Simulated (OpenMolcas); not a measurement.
# Ni2+, Pd2+, Pt2+: d8 down the group

| Quantity | Value |
| --- | --- |
| Program | OpenMolcas |
| Method | MS-CASPT2, IPEA 0.25 Eh, imaginary shift 0.1 Eh |
| Basis | ANO-R3 |
| Scalar Hamiltonian | X2C, finite nucleus |
| Spin-orbit coupling | state interaction with AMFI integrals over the reference wave functions, term energies averaged over their components |

Active space for each ion: 8 electrons in 6 orbitals (d s); closed shells correlated by CASPT2: Ni2+ 3s 3p; Pd2+ 4s 4p; Pt2+ 5s 5p.

Computed levels in cm-1 above 3F4:

```csv
Level,Ni2+,Pd2+,Pt2+
3F3,1461,3330,10540
3P1,17150,13360,17160
3P0,17420,13600,15120
1G4,22720,17520,21880
1S0,51360,41340,46320
weight of 3F in the lowest level (%),100,99,95
```

Mixed levels, with the weight of the term that names them: Pt2+ 1S0 (52 %).

Measured, with the error of the calculation in %. Measured levels: Ni2+ from Corliss and Sugar, J. Phys. Chem. Ref. Data 10, 197 (1981); Pd2+ from Moore, Atomic Energy Levels, vol. III, NSRDS-NBS 35 (1971 reprint of NBS Circular 467, 1958); Pt2+ from NIST levels as listed in McCann et al., Mon. Not. R. Astron. Soc. 538, 537 (2025).

```json
{"Level": "3F3", "Ni2+": "1361 (+7.3)", "Pd2+": "3230 (+3.3)", "Pt2+": "9752 (+8.1)"}
{"Level": "3P1", "Ni2+": "16978 (+1.0)", "Pd2+": "13470 (-0.8)", "Pt2+": "16782 (+2.2)"}
{"Level": "3P0", "Ni2+": "17231 (+1.1)", "Pd2+": "13699 (-0.7)", "Pt2+": "14939 (+1.2)"}
{"Level": "1G4", "Ni2+": "23109 (-1.7)", "Pd2+": "17880 (-2.0)", "Pt2+": "21331 (+2.6)"}
{"Level": "1S0", "Ni2+": "52532 (-2.2)", "Pd2+": "", "Pt2+": ""}
```

The fine-structure level 3F3 changes by a factor of 7.21 from Ni2+ to Pt2+.

Without spin-orbit coupling 3P lies 15690, 10030, 6850 cm-1 above 3F in that order; the difference to the level 3P1, of either sign, comes from spin-orbit coupling, which also lowers the zero.

CASPT2 does not keep the components of a term degenerate, so their means are used; among the terms shown or strongly mixed into the levels shown the widest spread is 2700 cm-1 (3d8 1G, Ni2+). Terms from blocks run as CI alone lack orbitals of their own. Measured partners are found by configuration, term and J. A level has none where our copy of the source lacks it or the pairing is in doubt (some pairs that miss far off the trend of their configuration count as doubtful), and it then counts in no deviation. Only configurations of the active space appear.
